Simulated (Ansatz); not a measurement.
Reaction (atomization): `FC1C=C[SiH2]1` → 3 C• + F• + 5 H• + Si•

Program: Ansatz. Geometries: PBE0-D4/def2-TZVP. ΔE: electronic, gas phase. CBS: MP2 limit from def2 TZ/QZ plus the TZ coupled-cluster correction, frozen cores. This one scheme is used for every species, atoms too. DFT in def2-TZVPP. B3LYP here is the variant with VWN-RPA as its local correlation; programs differ in this. Open shells (•) are unrestricted, without spin–orbit coupling. Spin–orbit coupling would lower the free atoms: a little for C, F, Si.

| level | ΔE (kJ/mol) |
| --- | --- |
| r2SCAN-D4 | 3924.3 |
| B3LYP-D4 | 3902.7 |
| ωB97X-V | 3925.9 |
| PBE | 3992.9 |
| r2SCAN | 3919.5 |
| B3LYP | 3869.9 |
| HF/def2-TZVPP | 2855.7 |
| MP2/def2-TZVPP | 3884.1 |

Task: What does CCSD(T)/CBS give? (An estimate is asked.)

Result: Ansatz gave: +3906.5 kJ/mol. The listed levels differ from it by 17.8, -3.8, 19.4, 86.4, 13.0, -36.6, -1050.8, -22.4 kJ/mol.

Largest T1 diagnostic among the species: 0.012.

From PBE to PBE0 (25 % exact exchange), in def2-TZVPP and without D4, ΔE moves by −71.8 kJ/mol: exact exchange takes away binding that semilocal exchange gives to molecules. The D4 term adds +32.8 kJ/mol with B3LYP and +16.9 kJ/mol with PBE0; it sums over pairs of atoms, weighted by their polarisabilities, and B3LYP, whose exchange is more repulsive, gets the larger term. In def2-TZVPP, CCSD(T) changes the Hartree–Fock value by +949.0 kJ/mol (the triples alone add +65.2 kJ/mol) and MP2 by +1028.4 kJ/mol; breaking electron pairs costs correlation energy, which Hartree–Fock lacks.

For atomizations the MP2-based limit and the directly extrapolated one differ by several kJ/mol either way, and by 10 to 25 for some Ge, Se and Sn compounds, so smaller differences from it don't rank the levels.
